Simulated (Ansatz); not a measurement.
C4H12HfO3S, SMILES `C[O][Hf]([O]C)([O]C)[S]C`, relaxed with RKS PBE0-D4/def2-TZVP in Ansatz from a GFN2-xTB geometry. The force threshold is 0.005 eV/Å; the program also tests the step.

Total charge 0; spin multiplicity 1. Hf: def2 effective core potential.

Start:

```xyz
21

C    -2.288   -0.574    0.650
O    -1.080   -1.208    0.952
Hf    0.340   -0.547   -0.049
O     0.429   -1.005   -1.842
C    -0.768   -0.770   -2.521
O     0.222    1.316   -0.034
C     1.325    1.904   -0.664
S     2.385   -0.983    1.099
C     1.544   -0.345    2.612
H    -2.965   -0.652    1.511
H    -2.128    0.499    0.432
H    -2.782   -1.057   -0.209
H    -1.501   -1.569   -2.316
H    -0.579   -0.760   -3.603
H    -1.199    0.209   -2.235
H     1.410    1.559   -1.708
H     1.198    2.993   -0.669
H     2.260    1.666   -0.126
H     1.058    0.610    2.390
H     2.306   -0.203    3.376
H     0.814   -1.081    2.952
```

| step | energy (eV) | largest force (eV/Å) | largest move (Å) |
| --- | --- | --- | --- |
| 1 | -22620.3685 | 2.834 | 0.000 |
| 2 | -22621.0997 | 0.412 | 0.195 |
| 3 | -22621.3048 | 0.571 | 0.194 |
| 4 | -22621.4418 | 0.542 | 0.195 |
| 5 | -22621.5877 | 0.200 | 0.200 |
| 6 | -22621.6862 | 0.136 | 0.200 |
| 7 | -22621.7466 | 0.247 | 0.199 |
| 8 | -22621.7792 | 0.432 | 0.191 |
| 9 | -22621.8127 | 0.361 | 0.195 |
| 10 | -22621.8427 | 0.332 | 0.157 |
| 11 | -22621.8743 | 0.069 | 0.200 |
| 13 | -22621.8850 | 0.122 | 0.026 |
| 15 | -22621.8888 | 0.055 | 0.088 |
| 17 | -22621.8897 | 0.016 | 0.039 |
| 19 | -22621.8902 | 0.025 | 0.019 |
| 21 | -22621.8906 | 0.081 | 0.070 |
| 23 | -22621.8911 | 0.002 | 0.012 |
| 25 (rejected) | -22621.8880 | 0.187 | 0.113 |
| 27 | -22621.8914 | 0.003 | 0.001 |
| 29 (rejected) | -22621.8847 | 0.265 | 0.146 |
| 30 | -22621.8916 | 0.003 | 0.017 |

End:

```xyz
21

C    -2.791   -0.164    1.352
O    -1.568   -0.235    0.704
Hf    0.092   -0.315   -0.255
O    -0.097   -1.123   -1.979
C    -0.345   -1.607   -3.256
O     0.849    1.447   -0.341
C     1.406    2.706   -0.500
S     1.652   -1.747    1.002
C     1.672   -0.765    2.542
H    -2.787   -0.791    2.250
H    -3.013    0.866    1.653
H    -3.599   -0.512    0.698
H    -1.047   -2.446   -3.223
H     0.584   -1.954   -3.720
H    -0.773   -0.824   -3.892
H     1.472    2.973   -1.560
H     0.801    3.466    0.008
H     2.417    2.735   -0.078
H     1.509    0.299    2.361
H     2.654   -0.877    3.001
H     0.913   -1.131    3.233
```

It took 3 min on 4 threads of an AMD EPYC 7R13 on a shared host and a share of an NVIDIA H100 80 GB, with 1.1 GiB of host memory at the peak.
